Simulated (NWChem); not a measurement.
System meant: N2H3 anion

NWChem input:

```
start job
memory heap 200 mb stack 700 mb global 900 mb
charge -1
geometry units angstroms noautoz
  N      0.005488    -0.805974     0.138560
  N      0.077348     0.656455    -0.039253
  H      0.675708    -1.145630    -0.560103
  H      0.307789     1.082281     0.868410
  H     -0.871442     1.007239    -0.226270
end
basis spherical
  * library def2-svp
end
dft
  xc b3lyp
  iterations 4
  mulliken
end
task dft energy
```

End of the output:

```
    Atom       Charge   Shell Charges
 -----------   ------   -------------------------------------------------------
    1 N    7     7.68   1.97  0.83  0.64  2.19  2.01  0.04
    2 N    7     7.18   1.97  0.75  0.48  2.18  1.73  0.06
    3 H    1     1.08   0.64  0.30  0.13
    4 H    1     1.03   0.64  0.27  0.12
    5 H    1     1.03   0.64  0.27  0.12

 center of mass
 --------------
 x =  -0.00222997 y =  -0.05821085 z =   0.00000000

 moments of inertia (a.u.)
 ------------------
          71.277472070845           0.000000235902           0.000000000000
           0.000000235902           9.510714544240           0.000000000000
           0.000000000000           0.000000000000          71.450416726791

     Multipole analysis of the density
     ---------------------------------

     L   x y z        total         alpha         beta         nuclear
     -   - - -        -----         -----         ----         -------
     0   0 0 0     -1.000000     -9.000000     -9.000000     17.000000

     1   1 0 0     -0.019861     -0.009930     -0.009930      0.000000
     1   0 1 0      1.025660      0.512830      0.512830     -0.000000
     1   0 0 1     -0.000000     -0.000000     -0.000000      0.000000

     2   2 0 0    -11.889786     -8.137917     -8.137917      4.386048
     2   1 1 0     -2.034752      0.644865      0.644865     -3.324483
     2   1 0 1     -0.000000     -0.000000     -0.000000      0.000000
     2   0 2 0    -14.275482    -26.937976    -26.937976     39.600470
     2   0 1 1      0.000000      0.000000      0.000000      0.000000
     2   0 0 2    -11.355932     -7.994283     -7.994283      4.632635

 ------------------------------------------------------------------------
 dft energy failed                                                                                  0
 ------------------------------------------------------------------------
 ------------------------------------------------------------------------
  current input line :
    19: task dft energy
 ------------------------------------------------------------------------
 ------------------------------------------------------------------------
 This type of error is most commonly associated with calculations not reaching convergence criteria
 ------------------------------------------------------------------------
 For more information see the NWChem manual at https://nwchemgit.github.io

0:dft energy failed:Received an Error in Communication
```

What is wrong, and how is it mended?

Convergence was not reached. Cause: the SCF was allowed too few iterations. This input runs:
```
start job
memory heap 200 mb stack 700 mb global 900 mb
charge -1
geometry units angstroms noautoz
  N      0.005488    -0.805974     0.138560
  N      0.077348     0.656455    -0.039253
  H      0.675708    -1.145630    -0.560103
  H      0.307789     1.082281     0.868410
  H     -0.871442     1.007239    -0.226270
end
basis spherical
  N library def2-svp
  H library def2-svp
end
dft
  xc b3lyp
  iterations 150
  mulliken
end
task dft energy
```
It converges to -111.08423 Ha (B3LYP/def2-SVP).
